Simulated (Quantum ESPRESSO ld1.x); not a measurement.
Input file for ld1.x (Quantum ESPRESSO 7.5):

```
 &input
    atom='Mg',
    iswitch=1,
    rel=2,
    dft='PZ',
    config='[He] 2s1',
    rel_dist='energy',
    verbosity='high',
    lsmall=.true.,
    prefix='ld1',
    max_out_wfc=37,
    file_charge='ld1.rho',
 /
```

Command: `OMP_NUM_THREADS=1 ld1.x < ld1.in > ld1.out`

It prints:

```
     Program LD1 v.7.5 starts

     --------------------------- All-electron run ----------------------------

     dirac relativistic calculation

     atomic number is 12.00
     dft =PZ   lsd =0 sic =0 latt =0  beta=0.20 tr2=1.0E-14
     Exchange-correlation= PZ
                           (   1   1   0   0   0   0   0)
     mesh =1887 r(mesh) =  99.79253 a.u. xmin = -8.00 dx = 0.00800
     1 Ry =  13.60569312 eV, c = 137.03599908

     n l j   nl                  e(Ry)          e(Ha)          e(eV)
     Spin orbit split results
     1 0 0.5 1S 1( 2.00)    -119.266522345     -59.633261172  -1622.7037029
     2 0 0.5 2S 1( 1.00)     -25.468880181     -12.734440091   -346.5217679
     Averaged results
     1 0     1S 1( 2.00)    -119.266522345     -59.633261172  -1622.7037029
     2 0     2S 1( 1.00)     -25.468880181     -12.734440091   -346.5217679

     final scf error:  1.2E-15 reached in   9 iterations

     Etot =    -298.860959 Ry,    -149.430479 Ha,   -4066.210493 eV

     Ekin =     299.601215 Ry,     149.800607 Ha,    4076.282187 eV
     Encl =    -623.409270 Ry,    -311.704635 Ha,   -8481.915220 eV
     Eh   =      39.616138 Ry,      19.808069 Ha,     539.005023 eV
     Exc  =     -14.669042 Ry,      -7.334521 Ha,    -199.582484 eV

     normalization and overlap integrals

     s(1S/1S) =  1.000000  <r> =   0.1298  <r2> =    0.0226  r(max) =   0.0854
     LC norm =  0.99819932 + SC norm =  0.00180068 =  1.00000000
     s(1S/2S) =  0.000000
     s(2S/2S) =  1.000000  <r> =   0.5593  <r2> =    0.3656  r(max) =   0.4805
     LC norm =  0.99962796 + SC norm =  0.00037204 =  1.00000000

     LC charge =  2.99602661 + SC charge =  0.00397339 =  3.00000000

     ------------------------ End of All-electron run ------------------------
```

Run on one thread of a shared host, so times are rough (Intel(R) Xeon(R) Processor @ 2.60GHz): 0.44 s of CPU time, 0.84 s wall, 9 iterations on 1887 mesh points.
